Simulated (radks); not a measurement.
The vanadium ion V+, configuration [Ar] 3d4 (the NIST ground configuration).

Calculated with a radial shooting solver on a logarithmic mesh with Libxc functionals: Dirac Kohn-Sham, LDA (Slater exchange, Perdew-Wang correlation), spin-unpolarised, spherical densities, point nucleus; open shells are shared between the two j in proportion to 2j + 1.

Energy parts (hartree):
part                       energy
total                  -946.80226
kinetic                 956.44359
electron-nucleus      -2254.54324
Hartree                 394.47316
exchange-correlation    -43.17577

Orbitals (lengths in bohr, moments of r in powers of bohr):
orbital,occ.,eigenvalue (hartree),<1/r>,<r^4>
1s1/2,2,-196.7323,22.80,0.00009129
2s1/2,2,-22.16924,4.801,0.02239
2p1/2,2,-18.73551,4.745,0.01730
2p3/2,4,-18.47510,4.679,0.01790
3s1/2,2,-2.67741,1.478,1.845
3p1/2,2,-1.75345,1.348,2.767
3p3/2,4,-1.72332,1.334,2.868
3d3/2,1.6,-0.34156,0.9106,29.28
3d5/2,2.4,-0.33940,0.9068,29.82

The highest occupied level is 3d5/2 at -9.235 eV. The density falls to 0.001 e/bohr^3 at r = 3.68 bohr. Summed over all electrons, <r^2> = 23.44 bohr^2, which gives a Langevin (diamagnetic) susceptibility term of -18.6 x 10^-6 cm^3/mol.
